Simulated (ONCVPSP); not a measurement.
# What the settings do to the ONCV potential of Sn (Z = 50)

Base potential:

tin, optimised norm-conserving Vanderbilt (ONCV), made with ONCVPSP 4.0.1 (revPBE, scalar-relativistic). Core [Kr], reference 4d10 5s1 5p3. Waves: 5s: rc 1.65 bohr, ncon 4, nbas 8, qcut 3.6 1/bohr, 2 projectors, debl 2.7 Ha; 5p: rc 2.00 bohr, ncon 3, nbas 6, qcut 4.6 1/bohr, 3 projectors, debl 2.9 Ha; 4d: rc 1.65 bohr, ncon 3, nbas 8, qcut 8.1 1/bohr, 2 projectors, debl 3.6 Ha. Local part: polynomial inside 1.60 bohr (lpopt 5, dvloc0 2 Ha). Core correction: Teter function, fcfact 4.25, rcfact 1.1.

All-electron outer shells of the reference configuration (revPBE, scalar-relativistic, ld1.x):

| shell | level (eV) | outermost node (bohr) | outermost maximum (bohr) |
| --- | --- | --- | --- |
| 4s | -135.49 | 0.40 | 0.74 |
| 4p | -91.25 | 0.41 | 0.79 |
| 4d | -27.31 | 0.39 | 0.88 |
| 5s | -11.34 | 0.98 | 1.99 |
| 5p | -4.27 | 1.09 | 2.52 |

Cutoffs, loose and tight: the cutoffs (Ha) at which the residual kinetic energy of the hardest occupied pseudo-wave falls to 1 and 0.1 mHa per electron. They do not see the model core or the augmentation charge, which bear on the density cutoff. Test errors are all-electron minus pseudo excitation energies from the reference, over the configurations 4d10 5s2 5p2; 4d10 5s2 5p1; 4d10 5s2 5p0; 4d9 5s2 5p3. A dash means not determined; rows that change the core or the reference have their own tests. The largest error is taken over the tests solved by every variant that gives reliable tests at all: 4d10 5s2 5p0; 4d10 5s2 5p1; 4d10 5s2 5p2.

A true bound ghost makes a file unfit for plane-wave use even where its test errors are small: the radial tests pick states by their node count and pass the ghost by.

```tsv
change	outcome	cutoff, loose	cutoff, tight	bound ghosts	GHOST(+) flags above zero	largest test error (meV)
base	generated	33 Ha	63 Ha	none	s, p	-9.4
p: debl 0.3	generated	33 Ha	63 Ha	p	s, p	-9.5
p: debl 0.45	generated	33 Ha	63 Ha	p	s, p	-9.6
p: debl 0.8	generated	33 Ha	63 Ha	p	s, p	-9.6
p: debl 1.15	generated	33 Ha	63 Ha	p	s, p	-9.6
p: debl 2.05	generated	33 Ha	63 Ha	p	s	-9.7
p: debl 3.15	generated	33 Ha	63 Ha	none	s, p	-9.5
p: debl 4.8	generated	33 Ha	63 Ha	none	s, p	-9.8
```

Problem. What comes out with this change to the base: p: debl 0.2?

Solution. outcome: generated; cutoff, loose: 33 Ha; cutoff, tight: 63 Ha; bound ghosts: p; GHOST(+) flags above zero: s, p; largest test error (meV): -12.

Reading the sweep of the debl of the p channel (base included, trends over the rows without a ghost): Bound ghosts are found at 0.2, 0.3, 0.45, 0.8, 1.15, 2.05 Ha.
